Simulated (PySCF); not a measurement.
# Correlation energy of C (carbon, neutral)

[He] 2s2 2p2, high-spin 3P determinant. Calculation: PySCF 2.14, in x2c-SVPall (3s2p1d, 14 functions); the spin-free X2C one-electron Hamiltonian (Gaussian nucleus). Frozen: 1s2; 4 electrons correlated.

MP2 pair energies summed by pair of shells (mhartree):

```csv
pair,energy,share (%)
2s-2p,-29.17,58.2
2s-2s,-15.57,31.1
2p-2p,-5.36,10.7
```

Total MP2 correlation energy: -50.11 mhartree.

Same-spin part -9.01 and opposite-spin part -41.10 mhartree; SCS-MP2 scales them by 1/3 and 6/5 to -52.32 mhartree.

```json
{"level": "CCSD", "correlation energy (mhartree)": "-69.18"}
{"level": "(T)", "correlation energy (mhartree)": "-1.01"}
{"level": "CCSD(T)", "correlation energy (mhartree)": "-70.19"}
```

Diagnostics: T1 = 0.0070, D1 = 0.0170, largest double amplitude 0.128.

Cost of the coupled-cluster step: 0.05 s of wall time on 1 thread of Intel(R) Xeon(R) 6975P-C (shared host), for 4 correlated electrons.

Iterations:

```
CC2 = 0
CCSD nocc = (np.int64(3), np.int64(1)), nmo = (13, 13)
frozen orbitals [[0], [0]]
max_cycle = 100
direct = 0
conv_tol = 1e-08
conv_tol_normt = 1e-06
diis_space = 8
diis_start_cycle = 0
Init t2, MP2 energy = -0.0501085597882924
Init E_corr(UCCSD) = -0.0501085597884002
cycle = 1  E_corr(UCCSD) = -0.0626792450072021  dE = -0.0125706852  norm(t1,t2) = 0.0440027
cycle = 2  E_corr(UCCSD) = -0.0664343696631059  dE = -0.00375512466  norm(t1,t2) = 0.0196044
cycle = 3  E_corr(UCCSD) = -0.0692476086478384  dE = -0.00281323898  norm(t1,t2) = 0.0101404
cycle = 4  E_corr(UCCSD) = -0.069175205686958  dE = 7.24029609e-05  norm(t1,t2) = 0.00119631
cycle = 5  E_corr(UCCSD) = -0.0691845902332904  dE = -9.38454633e-06  norm(t1,t2) = 0.000153778
cycle = 6  E_corr(UCCSD) = -0.069179588873411  dE = 5.00135988e-06  norm(t1,t2) = 2.6457e-05
cycle = 7  E_corr(UCCSD) = -0.0691813962542669  dE = -1.80738086e-06  norm(t1,t2) = 6.13925e-06
cycle = 8  E_corr(UCCSD) = -0.0691811855934747  dE = 2.10660792e-07  norm(t1,t2) = 1.10527e-06
cycle = 9  E_corr(UCCSD) = -0.0691811869249455  dE = -1.33147089e-09  norm(t1,t2) = 2.37555e-07
UCCSD converged
E(UCCSD) = -37.72920347904534  E_corr = -0.06918118692494554
UCCSD(T) correction = -0.00100901030163581
```
